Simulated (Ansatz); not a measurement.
Basis-set extrapolation for C2H8ClNOSi2, SMILES `C=C[Si](N)(Cl)O[SiH3]` (PBE0-D4/def2-TZVP geometry, frozen core, Ansatz 0.2.0). Multiplicity 1, RHF reference.

```tsv
	def2-TZVPP	def2-QZVPP
HF	-1247.384373	-1247.426085
MP2 correlation	-1.194788	-1.288854
CCSD(T) correlation	-1.310978	not run
```

Energies in hartree. Use E(X) = E(∞) + A·exp(−7.88·√X) for Hartree–Fock and E(X) = E(∞) + B·X^(−2.97) for correlation, with X = 3 and 4, and add CCSD(T) minus MP2 of the smaller set to the MP2 limit.

**Question.** What is the CCSD(T) energy at the basis-set limit?

**Answer.** HF limit: -1247.426085 + (-0.041712) × 0.13774 = -1247.43183. MP2 limit: -1.288854 + (-0.094066) × 0.74074 = -1.35853. Higher-order term: -1.310978 − (-1.194788) = -0.11619. Total: -1248.90655 hartree, 554.5 kJ/mol below CCSD(T)/def2-TZVPP.
